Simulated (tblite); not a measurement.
Task: Give a GFN2-xTB geometry of InChI=1S/C6H9P/c1-4-6-7(3)5-2/h5H,2H2,1,3H3/p+1/t7-/m0/s1. (Charge +1.)

Result: 
```
atom  x, y, z in Å
C1    -1.6523    1.4190    1.5359
C2    -1.9989    0.7730    0.4315
P3    -0.8172   -0.0846   -0.6127
C4    -1.2868   -1.8189   -0.8108
C5     0.7964    0.0711   -0.0123
C6     1.9247    0.1869    0.4106
C7     3.2562    0.3182    0.9051
H8    -2.3846    1.9217    2.1461
H9    -0.6272    1.4686    1.8695
H10   -3.0261    0.7176    0.0905
H11   -0.8552    0.4974   -1.8654
H12   -0.5941   -2.3140   -1.4920
H13   -2.2986   -1.8824   -1.2135
H14   -1.2539   -2.3180    0.1589
H15    3.3974    1.3079    1.3391
H16    3.9678    0.1845    0.0904
H17    3.4456   -0.4361    1.6686
```

Orientation and origin are arbitrary. Atoms count from 1 in this order. C2 (alkene CH carbon) is planar (angles 123.1°, 122.3° and 114.6°, sum 360.0°, 0.00 Å off the plane of its three neighbours). The 3 C–P bonds span 1.729 Å (P3–C5, drawn single) to 1.808 Å (P3–C4, drawn single), a spread of 0.079 Å. Of the pairs four or more bonds apart, C5···H9 is among the closest relative to their van der Waals radii: 2.74 Å, 95 % of the sum of Bondi's values. C1 (terminal =CH2 carbon) is planar (angles 121.9°, 121.4° and 116.7°, sum 360.0°, 0.00 Å off the plane of its three neighbours).

Bonds between heavy atoms (Å): C1=C2 1.326, C2–P3 1.795, P3–C4 1.808, P3–C5 1.729, C5≡C6 1.211, C6–C7 1.426.

The geometry is computed with GFN2-xTB (gas phase).

Point group: C1 (no symmetry element, even within 0.4 Å). Its GFN2-xTB frequencies are all real (lowest 21 cm⁻¹). Torsions: C1–C2–P3–C4 124°.

One conformer stands for the species.
